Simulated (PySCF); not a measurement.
I²⁺: ionisation energy

I²⁺ [Kr] 4d10 5s2 5p3 (4S) → I³⁺ [Kr] 4d10 5s2 5p2 (3P), as a difference of total energies. Calculation: PySCF 2.14, in def2-SVP with the def2 core potential (28 electrons) (4s4p2d, 26 functions); scalar relativity through the core potential. Correlated levels: valence: 4s2 4p6 4d10 frozen. The calculations carry no spin-orbit coupling.

```csv
method,ionisation energy (eV)
UHF,29.845
BP86,30.406
TPSS,30.335
MP2 (valence),30.141
SCS-MP2 (valence),30.039
CCSD (valence),30.102
CCSD(T) (valence),30.104
```

Task: How much does correlation contribute at CCSD(T) (valence)?

Result: 30.104 − (29.845) = 0.259 eV, measured against UHF.

The reference lies between the lowest fine-structure levels, while these numbers refer to the centres of the terms.

Errors of the correlated levels include the incompleteness of this basis and the frozen core.

For comparison: 29.57 ± 0.025 eV (measured; NIST Atomic Spectra Database, ionization energies).
